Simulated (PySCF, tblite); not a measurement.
Isomers of C3H9FN2Si, one GFN2-xTB conformer each. Single-point energies are computed at PBE0/pcSseg-1 (PySCF, gas phase, no added dispersion term), electronic only.

Task: Rank them by PBE0/pcSseg-1 energy, lowest first (kcal/mol).
A. `[F:1][CH2:2][C@H:3]1[CH2:4][NH:5][SiH2:6][NH:7]1` with F1–C2–C3–C4 65°, C2–C3–C4–N5 155°, C3–C4–N5–Si6 -29°, C4–N5–Si6–N7 13°, N5–Si6–N7–C3 10°
B. `[CH2:1]=[CH:2][CH2:3][NH:4][Si@H:5]([NH2:6])[F:7]` with C1–C2–C3–N4 -128°, C2–C3–N4–Si5 -147°, C3–N4–Si5–N6 168°, N4–Si5–N6–H -43° and 178°
C. `[NH2:1][Si:2]1([NH2:3])[CH2:4][CH2:5][C@@H:6]1[F:7]` with H–N1–Si2–N3 -172° and -38°, N1–Si2–N3–H -40° and -177°

Result: B (0.0), C (32.5), A (43.1).

As drawn, the lowest has an Si–F bond and a C=C bond outside aromatic rings, which the highest lacks. GFN2-xTB itself gives, in the same order: 0.0, 42.0, 12.4. Both levels put the same isomer lowest; measured from each level's own lowest isomer, the values differ by up to 30.7 kcal/mol (FC[C@H]1CN[SiH2]N1: 12.4 against 43.1).

Task: Which frontier levels, dipoles and rotational constants go with these structures?

Result: 
| SMILES | HOMO (eV, PBE0/pcSseg-1) | LUMO (eV) | dipole (D) | A, B, C (MHz) |
| --- | --- | --- | --- | --- |
| C=CCN[Si@H](N)F | -7.02 | 0.28 | 1.69 | 5051, 961.3, 877.0 |
| N[Si]1(N)CC[C@@H]1F | -6.82 | 0.95 | 2.20 | 2781, 1725, 1536 |
| FC[C@H]1CN[SiH2]N1 | -6.66 | 0.54 | 1.28 | 5355, 1299, 1100 |

Task: What happens when harmonic zero-point energies from GFN2-xTB frequencies are added?

Result: 
```tsv
SMILES	ZPE (kcal/mol)	electronic (kcal/mol)	with ZPE (kcal/mol)
C=CCN[Si@H](N)F	76.7	0.0	0.0
N[Si]1(N)CC[C@@H]1F	78.7	32.5	34.5
FC[C@H]1CN[SiH2]N1	77.3	43.1	43.7
```

The zero-point energies span 2.0 kcal/mol. The order is unchanged.
